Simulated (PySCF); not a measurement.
Frontier levels across methods

C6H15PS.
Cartesian coordinates in Å at the PBE0-D3(BJ)/def2-SVP level; atoms count from 1:
```
atom  x, y, z in Å
C1     2.8743    0.3621    0.6817
C2     1.9643   -0.4344   -0.2385
P3     0.4210   -0.9876    0.5828
S4     0.7199   -2.0613    2.1897
C5    -0.4848   -1.8685   -0.7457
C6    -1.8408   -2.3864   -0.2954
C7    -0.5441    0.5327    0.9335
C8    -0.8578    1.4393   -0.2453
H9     3.0450   -0.1933    1.6163
H10    2.4370    1.3381    0.9432
H11    3.8476    0.5510    0.2048
H12    1.6971    0.1286   -1.1491
H13    2.4569   -1.3652   -0.5645
H14   -0.5642   -1.2008   -1.6205
H15    0.1766   -2.7030   -1.0311
H16   -2.5417   -1.5638   -0.0843
H17   -2.2968   -3.0205   -1.0701
H18   -1.7316   -2.9811    0.6240
H19    0.0298    1.0558    1.7154
H20   -1.4585    0.1748    1.4334
H21   -1.4187    2.3256    0.0882
H22    0.0557    1.8008   -0.7422
H23   -1.4739    0.9311   -1.0028
```

Basis pcSseg-1 throughout (PySCF), one geometry. One conformer (not necessarily the lowest) at the PBE0-D3(BJ)/def2-SVP geometry, without solvent, vibrations or thermal averaging.

Q: How do the orbital energies, the gap and the dipole change with the method?

A: 
| method | kind | HOMO (eV) | LUMO (eV) | gap (eV) | μ (D) | SCF cycles |
| --- | --- | --- | --- | --- | --- | --- |
| OPBE | GGA | -5.02 | 0.30 | 5.32 | 4.80 | 14 |
| BP86 | GGA | -5.12 | 0.00 | 5.11 | 4.75 | 14 |
| KT2 | GGA | -5.13 | -0.22 | 4.91 | 4.62 | 15 |
| LDA | LDA | -5.15 | -0.30 | 4.85 | 4.71 | 14 |
| B97-2 | global hybrid | -5.91 | 0.79 | 6.70 | 4.95 | 13 |
| wB97X-D | range-separated hybrid | -7.98 | 2.52 | 10.50 | 5.09 | 13 |

The HOMO spans 2.96 eV, from OPBE down to wB97X-D, and the gap runs from 4.85 eV (LDA) to 10.50 eV (wB97X-D). The dipole ranges from 4.62 D (KT2) to 5.09 D (wB97X-D). This basis has no diffuse functions.
